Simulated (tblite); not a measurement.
C13H28BF4N (ionic-liquid pair), SMILES CCCCCCCC[N+]1(C)CCCC1.F[B-](F)(F)F at step 0 of a GFN2-xTB optimisation (tblite, gas phase), coordinates in Å:

```
  1 C     6.398    1.304   -1.267
  2 C     6.174    0.028   -0.481
  3 C     4.833   -0.645   -0.748
  4 C     3.631    0.196   -0.289
  5 C     2.316   -0.566   -0.480
  6 C     1.117    0.267   -0.024
  7 C    -0.196   -0.487   -0.225
  8 C    -1.376    0.358    0.258
  9 N    -2.739   -0.296   -0.039
 10 C    -2.883   -1.640    0.669
 11 C    -2.985   -0.453   -1.557
 12 C    -4.420   -0.017   -1.763
 13 C    -4.552    1.153   -0.807
 14 C    -3.873    0.652    0.450
 15 F    -2.845    1.435    4.210
 16 B    -2.698    0.030    3.854
 17 F    -3.770   -0.351    2.947
 18 F    -2.757   -0.793    5.047
 19 F    -1.417   -0.167    3.191
 20 H     7.412    1.682   -1.098
 21 H     5.695    2.095   -0.955
 22 H     6.266    1.133   -2.338
 23 H     6.976   -0.678   -0.727
 24 H     6.273    0.232    0.595
 25 H     4.735   -0.853   -1.820
 26 H     4.807   -1.611   -0.230
 27 H     3.752    0.447    0.777
 28 H     3.591    1.135   -0.839
 29 H     2.347   -1.508    0.074
 30 H     2.200   -0.821   -1.540
 31 H     1.094    1.211   -0.582
 32 H     1.236    0.525    1.039
 33 H    -0.305   -0.747   -1.283
 34 H    -0.146   -1.430    0.343
 35 H    -1.383    1.338   -0.237
 36 H    -1.328    0.510    1.339
 37 H    -3.892   -2.019    0.492
 38 H    -2.152   -2.335    0.244
 39 H    -2.701   -1.489    1.736
 40 H    -2.302    0.227   -2.078
 41 H    -2.789   -1.489   -1.850
 42 H    -4.609    0.263   -2.797
 43 H    -5.106   -0.817   -1.493
 44 H    -4.015    2.028   -1.205
 45 H    -5.593    1.439   -0.636
 46 H    -4.573    0.068    1.060
 47 H    -3.447    1.458    1.058
```

Q: What are the forces on the atoms (eV/Å)?

A: 
```
  1 C    -0.16    0.59   -0.06
  2 C     0.33   -0.24    0.37
  3 C    -0.29    0.04   -0.05
  4 C     0.10   -0.29    0.32
  5 C     0.03    0.17   -0.10
  6 C     0.10    0.13    0.21
  7 C    -0.15   -0.19    0.26
  8 C    -1.00   -0.63   -0.44
  9 N    -0.31    0.11    0.16
 10 C     0.41    0.97   -0.93
 11 C     0.43    0.04    1.24
 12 C    -0.04   -0.11   -0.20
 13 C    -0.03    0.51   -0.18
 14 C     0.69   -0.61   -0.22
 15 F     0.22   -2.02   -0.80
 16 B    -0.01    0.26    1.34
 17 F     1.21    0.49    1.32
 18 F     0.09    1.16   -1.92
 19 F    -1.62    0.17    0.64
 20 H    -0.20   -0.09   -0.06
 21 H     0.29   -0.35   -0.14
 22 H     0.03    0.01    0.17
 23 H    -0.11    0.02   -0.05
 24 H    -0.11    0.04   -0.20
 25 H     0.02    0.06    0.08
 26 H     0.01    0.15   -0.02
 27 H    -0.03   -0.10   -0.27
 28 H     0.00   -0.01   -0.09
 29 H     0.01    0.10    0.05
 30 H     0.01    0.04    0.06
 31 H     0.00   -0.14    0.02
 32 H    -0.09   -0.14   -0.26
 33 H     0.00    0.08    0.02
 34 H    -0.01    0.37   -0.10
 35 H     0.00   -0.23    0.04
 36 H     0.07   -0.12   -0.15
 37 H     0.24    0.12    0.13
 38 H    -0.16    0.15    0.18
 39 H    -0.05   -0.17   -0.37
 40 H    -0.09   -0.17    0.09
 41 H     0.00    0.24    0.04
 42 H     0.00   -0.01   -0.04
 43 H    -0.07   -0.02    0.03
 44 H    -0.20   -0.19    0.04
 45 H     0.23   -0.06    0.05
 46 H     0.31    0.21   -0.14
 47 H    -0.13   -0.36   -0.06
```
